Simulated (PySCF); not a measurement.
Compound: C7H8Ge.
Atom-mapped SMILES: `[CH:1]#[C:2][C:3]1=[CH:4][Ge@H:5]([CH3:6])[CH:7]=[CH:8]1` (hydrogens: H9 on C1; H10 on C4; H11 on Ge5; H12, H13, H14 on C6; H15 on C7; H16 on C8)

Computed by this run: PySCF, PBE0-D3(BJ)/def2-SVP geometry optimisation, gas phase; density fitting, grid level 1; the optimiser is geomeTRIC in internal coordinates, started from a GFN2-xTB structure.

Step 0: E = -63876.4787 eV
```
atom  x, y, z in Å  |  force x, y, z in eV/Å
C1     -3.6812   -0.3036    1.2247   -0.302  -0.021   0.131
C2     -2.5936   -0.1668    0.7330    0.602  -0.028  -0.271
C3     -1.3155    0.0153    0.1614   -0.036  -0.081   0.012
C4     -0.5037   -0.9963   -0.2023    0.648  -0.138  -0.216
Ge5     1.1515   -0.2434   -0.9163   -0.054   0.214   0.754
C6      2.7935   -0.6681    0.1023   -0.747   0.205  -0.323
C7      0.3814    1.5303   -0.5949    0.581  -0.289  -0.178
C8     -0.8295    1.3856   -0.0544    0.066   0.058  -0.030
H9     -4.6307   -0.4341    1.6514   -0.976  -0.126   0.440
H10    -0.7922   -2.0260   -0.0738   -0.151  -0.505   0.063
H11     1.3625   -0.5417   -2.3842    0.068  -0.115  -0.503
H12     3.6285   -0.0721   -0.2529    0.336   0.287  -0.214
H13     2.6391   -0.4571    1.1563   -0.103   0.104   0.442
H14     3.0468   -1.7182   -0.0074    0.075  -0.475  -0.096
H15     0.8095    2.4996   -0.7880    0.233   0.508  -0.102
H16    -1.4739    2.2056    0.2338   -0.240   0.403   0.089
```

**Question.** Estimate the geometry and energy of step 1. (The exact step hangs on the optimiser's Hessian estimate; all steps are aligned on step 0, rigid shifts and turns removed.)

**Answer.** E = -63876.5666 eV, largest force 0.189 eV/Å
```
atom  x, y, z in Å  |  force x, y, z in eV/Å
C1     -3.6893   -0.3158    1.2397   -0.167  -0.038   0.078
C2     -2.5892   -0.1868    0.7446    0.055   0.029  -0.029
C3     -1.2994    0.0009    0.1628    0.027  -0.028   0.000
C4     -0.4805   -1.0165   -0.2092   -0.057  -0.032  -0.003
Ge5     1.1491   -0.2362   -0.9280    0.026  -0.037  -0.142
C6      2.7459   -0.6508    0.1042    0.153  -0.048   0.047
C7      0.4224    1.5385   -0.6027   -0.013   0.048  -0.025
C8     -0.7966    1.3882   -0.0560   -0.046   0.070   0.022
H9     -4.6640   -0.4466    1.6779    0.087   0.017  -0.039
H10    -0.7766   -2.0603   -0.0820    0.035   0.038  -0.012
H11     1.3709   -0.5562   -2.4294   -0.021   0.034   0.148
H12     3.6003   -0.0526   -0.2491   -0.048  -0.020   0.005
H13     2.5778   -0.4301    1.1687   -0.024   0.003  -0.045
H14     3.0061   -1.7160    0.0024   -0.022   0.045  -0.003
H15     0.8557    2.5237   -0.7934   -0.005  -0.050   0.004
H16    -1.4401    2.2254    0.2382    0.019  -0.031  -0.006
```

The energy changes by -0.0879 eV. The first-order estimate −F·Δx gives -0.1951 eV and the mean of the old and new forces, exact on a quadratic surface, -0.0895 eV. The step makes an angle of 60° with the force vector and moves no atom by more than 0.068 Å.

The cost below is that of the whole optimisation. Hardware: Arm Neoverse V1, one thread, no GPU, shared host. Cost: 67 s of wall time, 0.76 GiB resident at most.
